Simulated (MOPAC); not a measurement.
MOPAC input (PM7):

```
PM7 PRECISE GNORM=0.05 LET XYZ UHF MS=0.5 GEO-OK AUX(PRECISION=9) THREADS=1
H4AsSi

Si   -1.50778772 1    0.13774757 1    0.35054881 1
As    0.78599117 1   -0.10273817 1   -0.21715900 1
H    -2.31214413 1   -0.74463328 1   -0.52616254 1
H    -1.95116584 1    1.54029198 1    0.15906993 1
H    -1.74116208 1   -0.24603510 1    1.76427665 1
H     1.17579141 1    0.91227013 1    0.86137954 1
```

From the output:

```
                                                       MOPAC v23.2.5 Linux

          FINAL HEAT OF FORMATION =          9.95234 KCAL/MOL =      41.64060 KJ/MOL

          COSMO AREA              =        107.47 SQUARE ANGSTROMS
          COSMO VOLUME            =         96.42 CUBIC ANGSTROMS

          GRADIENT NORM           =          0.03877          =       0.01583 PER ATOM
          IONIZATION POTENTIAL    =          9.676190 EV
          ALPHA SOMO LUMO (EV)    =         -9.971 -2.144
          BETA  SOMO LUMO (EV)    =         -9.676 -1.436
          NO. OF ALPHA ELECTRONS  =          7
          NO. OF BETA  ELECTRONS  =          6
          MOLECULAR WEIGHT        =        107.0387         POINT GROUP:  Cs

          MOLECULAR DIMENSIONS (Angstroms)

            Atom       Atom       Distance
            H     6    H     3     4.23230
           As     2    H     5     2.71238
           As     2    H     4     2.11593

          SCF CALCULATIONS        =         15

   ATOM   CHEMICAL          X               Y               Z
  NUMBER   SYMBOL      (ANGSTROMS)     (ANGSTROMS)     (ANGSTROMS)

     1      Si         -1.49086360  *   0.12990669  *   0.33960908  *
     2      As          0.75724748  *  -0.08922310  *  -0.19835855  *
     3       H         -2.29438582  *  -0.73788211  *  -0.52097287  *
     4       H         -1.98564833  *   1.49390012  *   0.15987676  *
     5       H         -1.78120382  *  -0.24513912  *   1.72259030  *
     6       H          1.39103939  *   0.87588167  *   0.79272509  *

                             CARTESIAN COORDINATES

   1   Si       -1.490863598     0.129906688     0.339609079
   2   As        0.757247482    -0.089223103    -0.198358547
   3    H       -2.294385818    -0.737882115    -0.520972869
   4    H       -1.985648333     1.493900120     0.159876759
   5    H       -1.781203819    -0.245139124     1.722590296
   6    H        1.391039391     0.875881668     0.792725094

           Empirical Formula: H4 Si As  =     6 atoms

      MOLECULAR POINT GROUP   :   Cs

          ALPHA EIGENVALUES
 -19.26901 -16.71494 -13.26877 -12.88512 -12.18954 -10.21880  -9.97117  -2.14376
  -1.68768  -1.55418  -1.47664  -1.34894   0.83672   2.37065   2.38276   3.69218
   8.00813  20.26742  20.29348  20.91539  21.08796  21.12454

           BETA EIGENVALUES
 -18.95902 -16.28494 -13.02263 -12.61798 -12.00979  -9.67619  -1.43603  -1.29197
  -1.03972  -0.86712  -0.82345  -0.66802   1.09214   2.38425   2.53026   3.89939
   8.04691  20.26844  20.29955  20.89614  21.10637  21.19303

              NET ATOMIC CHARGES AND DIPOLE CONTRIBUTIONS

  ATOM NO.   TYPE          CHARGE      No. of ELECS.   s-Pop       p-Pop       d-Pop
    1         Si          -0.074238        4.0742     0.88639     3.06746     0.12039
    2         As          -0.121787        5.1218     1.72267     3.17922     0.21989
    3          H           0.035438        0.9646     0.96456
    4          H           0.033786        0.9662     0.96621
    5          H           0.033786        0.9662     0.96621
    6          H           0.093014        0.9070     0.90699
 DIPOLE           X         Y         Z       TOTAL
 POINT-CHG.    -0.292     0.474     0.566     0.794
 HYBRID         0.442     0.042    -0.011     0.444
 SUM            0.151     0.516     0.554     0.772

          ATOMIC ORBITAL ELECTRON POPULATIONS

     Atom    s        px        py        pz      x^2-y^2     xz        z^2       yz        xy
    1 Si   0.88639   0.99819   1.03600   1.03327   0.02921   0.02419   0.02792   0.01357   0.02550
    2 As   1.72267   1.03049   1.06018   1.08855   0.04168   0.02918   0.00933   0.12028   0.01942
    3  H   0.96456
    4  H   0.96621
    5  H   0.96621
    6  H   0.90699

                    (SZ)    =    0.500000
                    (S**2)  =    0.892530

          ATOMIC ORBITAL SPIN POPULATIONS

    Atom   Total    s     px     py     pz   x^2-y^2  xz     z^2    yz     xy
         Atomic
    1 Si -0.1078 -0.013 -0.075 -0.015 -0.017  0.001  0.004  0.003  0.000  0.006
    2 As  1.1174  0.010  0.071  0.523  0.411  0.016 -0.001  0.001  0.090 -0.002
    3  H  0.0029  0.003
    4  H  0.0229  0.023
    5  H  0.0229  0.023
    6  H -0.0583 -0.058

 **********************
 *                    *
 * JOB ENDED NORMALLY *
 *                    *
 **********************

 == MOPAC DONE ==
```

The geometry given is a B3LYP-D3(BJ)/def2-TZVP minimum.

The determinant is spin-contaminated: <S^2> is 0.89 against 0.75 for a pure state.
